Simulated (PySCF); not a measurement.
B3LYP has the VWN-RPA correlation part, as in Gaussian. Delta-SCF ions had no search for a lower state. Excitations are Tamm–Dancoff values on a coarser integration grid. The basis has no diffuse functions, so Rydberg states are missing or too high.

Cartesian coordinates (Å):
SMILES: S=CS
```xyz
5

S     -1.7433    -1.0497     0.3089
C     -0.4774    -0.1252    -0.0898
S      1.0674    -0.1965     0.6997
H     -0.5266     0.6097    -0.8913
H      1.6796     0.7565    -0.0293
```
Charge 0, spin multiplicity 1.

**Question.** Estimate the dipole moment, T1 excitation (TDA), LUMO, vertical ionisation energy (Delta-SCF), brightest of the four lowest singlets (TDA), HOMO–LUMO gap, S1 excitation (TDA) and S1–T1 gap (TDA) that B3LYP-D3(BJ)/def2-TZVP in PySCF returns for this input.

**Answer.** 
| Property | Value |
|---|---|
| dipole moment | 2.85 D |
| T1 excitation (TDA) | 2.18 eV |
| LUMO | -2.46 eV |
| vertical ionisation energy (Delta-SCF) | 8.93 eV |
| brightest of the four lowest singlets (TDA) | 4.89 eV |
| HOMO–LUMO gap | 4.02 eV |
| S1 excitation (TDA) | 2.63 eV |
| S1–T1 gap (TDA) | 0.45 eV |
